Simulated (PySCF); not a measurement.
# A small calculation by hand: chemical shift, span and skew from a shielding tensor

Al(H)2(SiH3) (AlH₅Si), SMILES [SiH3][AlH2]. Atoms are numbered in the order given.

```xyz
7

Al     0.0290    -0.6181    -1.1500
H     -1.2970    -0.7318    -2.0181
H      1.3752    -1.2400    -1.7202
Si    -0.0230     0.5395     1.0160
H     -0.0462     2.0166     0.7971
H      1.1597     0.2384     1.8707
H     -1.2469     0.1979     1.7965
```
Charge 0, spin multiplicity 1.

The structure is a stationary point at PBE0-D3(BJ)/def2-TZVP.

GIAO shieldings from KT2/pcSseg-2 (PySCF), non-relativistic, no solvent. The symmetric part of the tensor of Si4 has the principal values 476.6, 485.2, 490.6 ppm. The same nucleus in TMS has σ = 351.7 ppm at this level (PySCF, at its B3LYP-D3(BJ)/def2-TZVP geometry).

Question: Work out the isotropic shielding, the ²⁹Si shift against TMS, the span and the skew.

Answer: 
σ(iso) = (σ11 + σ22 + σ33)/3 = 484.1 ppm. δ = σ(ref) − σ(iso) = 351.7 − (484.1) = -132.4 ppm.
Span Ω = σ33 − σ11 = 14.0 ppm. Skew κ = 3(σ(iso) − σ22)/Ω = -0.23. Tumbling in solution averages the tensor to δ; in a static solid the shielding alone would spread this spin-1/2 line over Ω.
